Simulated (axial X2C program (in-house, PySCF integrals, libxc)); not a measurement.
Bond lengths and stretching modes, held linear, of WCO

Calculated with an axial X2C code built on PySCF integrals: two-component X2C with atomic mean-field Coulomb and Gaunt terms, Gaussian nuclei, basis W dyall-v3z, C dyall-v3z, O dyall-av3z with contracted cores. Spin-free rows use the one-electron spin-free X2C Hamiltonian.

Masses W 183.951, C 12.000, O 15.995 u. States: 2c Ω = 3 (beyond evenly filled blocks: ω = 1/2, ω = 5/2); spin-free M_S = 2, Λ = 1 (beyond evenly filled blocks: σα, π+α, π+β, π-α, δ+α, δ-α).

PBE0, spin-free: energies above the lowest point

```json
{"r(W–C) (Å)": "1.8515", "r(C–O) (Å)": "1.1368", "E (meV)": "86.70"}
{"r(W–C) (Å)": "1.8515", "r(C–O) (Å)": "1.1660", "E (meV)": "29.74"}
{"r(W–C) (Å)": "1.8515", "r(C–O) (Å)": "1.1951", "E (meV)": "54.76"}
{"r(W–C) (Å)": "1.8990", "r(C–O) (Å)": "1.1368", "E (meV)": "47.14"}
{"r(W–C) (Å)": "1.8990", "r(C–O) (Å)": "1.1660", "E (meV)": "0.00"}
{"r(W–C) (Å)": "1.8990", "r(C–O) (Å)": "1.1951", "E (meV)": "34.51"}
{"r(W–C) (Å)": "1.8990", "r(C–O) (Å)": "1.2243", "E (meV)": "135.53"}
{"r(W–C) (Å)": "1.9465", "r(C–O) (Å)": "1.1368", "E (meV)": "64.84"}
{"r(W–C) (Å)": "1.9465", "r(C–O) (Å)": "1.1660", "E (meV)": "26.37"}
{"r(W–C) (Å)": "1.9465", "r(C–O) (Å)": "1.1951", "E (meV)": "69.16"}
{"r(W–C) (Å)": "1.9940", "r(C–O) (Å)": "1.1660", "E (meV)": "96.62"}
{"r(W–C) (Å)": "1.9940", "r(C–O) (Å)": "1.2243", "E (meV)": "262.49"}
```

Q: Fit a quadratic surface with cubic terms in each bond: where is the minimum, and what are the two stretching wavenumbers?

A: At PBE0, spin-free: bonds 1.898 and 1.168 Å; harmonic stretches 517.8 and 1950.7 cm⁻¹; force constants 3.96, 15.1 and coupling 0.96 mdyn/Å.

The other levels and Hamiltonians give:

| Hamiltonian | level | r(W–C) (Å) | r(C–O) (Å) | lower stretch (cm⁻¹) | upper stretch (cm⁻¹) |
| --- | --- | --- | --- | --- | --- |
| 2c | PBE0 | 1.897 | 1.166 | 512.6 | 1950.5 |
| 2c | HF | 2.048 | 1.145 | 372.1 | 2045.5 |
| spin-free | HF | 2.053 | 1.146 | 368.3 | 2039.6 |

Each state is one determinant, the lowest of a limited PBE0 search; the stretches come from a fit to these few points and carry an uncertainty of a few per cent. Other orders of the atoms were not compared. Left out for rough or failed fits: BHandHLYP 2c, MP2 2c, BHandHLYP spin-free, MP2 spin-free. The levels spread by more than a fifth, so the stretches depend strongly on the method. The molecule was held linear; bending was not examined, so a bent shape may lie lower. Open-shell Ω = 0 determinants with evenly filled partner blocks cannot be reached by this program, so the Ω shown need not be the lowest component. Note: functional without a current term on a determinant with orbital currents, of the molecule or an atom. Note: several unpaired electrons, one determinant need not be a pure state.
